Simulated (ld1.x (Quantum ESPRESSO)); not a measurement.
# Building the TM potential for rubidium (PBE, scalar-relativistic).

rubidium, norm-conserving Troullier–Martins (Kleinman–Bylander form), made with ld1.x (Quantum ESPRESSO) 7.5 (PBE, scalar-relativistic). Core [Ar] 3d10, reference 4s2 4p6 4d0 5s0 5p0 (charge +1). Waves: 4p (bound): rc 1.60 bohr; 4d (bound, empty): rc 3.10 bohr; 4s (bound): rc 1.85 bohr. Local part: the s channel. Core correction: a·sin(br)/r model core, default radius (core density twice the valence density).

All-electron outer shells of the reference configuration (PBE, scalar-relativistic, ld1.x):

```tsv
shell	level (eV)	outermost node (bohr)	outermost maximum (bohr)
3d	-109.74	–	0.39
4s	-37.63	0.62	1.25
4p	-21.65	0.64	1.42
5s	-6.05	1.77	3.77
4d	-3.74	0.70	2.62
5p	-3.60	2.13	4.78
```

What the tests gave:

```json
{"Cutoffs needed": "40 Ry and 80 Ry (the cutoffs (Ry, on a coarse ladder) from which the occupation-weighted sum of valence levels, in a spherical-Bessel basis at the reference potential, stays within 10 and 1 mRy of its value at 400 Ry)", "Ghost test": "no extra level below or beside the all-electron valence levels (p, d, s, f tested) (spherical-Bessel basis up to 400 Ry, 20 bohr box)", "Largest excitation error": "+253 meV (all-electron minus pseudo) for 4s1 4p6 4d0 5s1 5p0, out of 7 test configurations"}
```

Generation and tests took about 7.6 s on one core of a shared server CPU.
